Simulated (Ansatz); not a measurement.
Geometry optimisation, UHF/def2-SVP (Ansatz 0.2.0).

Input file:

```yaml
crystal:
  periodic: [false, false, false]
  atoms:
    - { symbol: Zn, position_ang: [0.0, 0.0, 0.0] }
    - { symbol: Cl, position_ang: [0.0, 0.0, 2.49] }
    - { symbol: O, position_ang: [0.0, 0.0, -1.79] }
    - { symbol: H, position_ang: [0.2547, -0.9174, -2.1271] }
    - { symbol: H, position_ang: [0.0, 0.0, 4.16] }
magnetization:
  spin_polarized: true
  initial_magnetization: 1
basis:
  gaussian: { orbitals: def2-SVP }
hamiltonian:
  xc: hf
relax:
  f_tol: 0.15
  max_steps: 25
  restrain:
    - { distance: [1, 4], at: 2.57, k: 30.0 }
    - { distance: [0, 1], at: 2.24, k: 30.0 }
```

Run as:

```bash
$ ansatz run input.yaml --threads 1 --pin off --max-ram 2048MiB --backend cpu --events-out ev --progress --plain --runs-dir out
```

Task: Where does it end, and by what steps?

Result: The forces met the threshold. The restraints hold the end off the free minimum. After 7 steps the energy has fallen by 1.348 eV (the restraints' own energy left out); H5 moved furthest, 0.59 Å.

```csv
step,energy less start (eV),largest force component (eV/Å),accepted
0,0.0000,3.082,yes
1,-0.8536,2.585,yes
2,-1.2838,0.547,yes
3,-1.3296,1.242,yes
4,-1.3373,1.251,yes
5,-1.3463,1.261,yes
6,-1.3469,1.261,yes
7,-1.3478,1.248,yes
```

```xyz
5
Properties=species:S:1:pos:R:3
Zn 0.022 -0.081 -0.037
Cl 0.002 -0.009 2.170
O 0.019 -0.068 -1.811
H 0.228 -0.821 -2.337
H -0.017 0.061 4.748
```

Time of the run: 16 s on 1 thread of AMD EPYC 7R43 64-Core Processor (Zen 3), with other jobs on the host, peak memory 0.19 GiB.
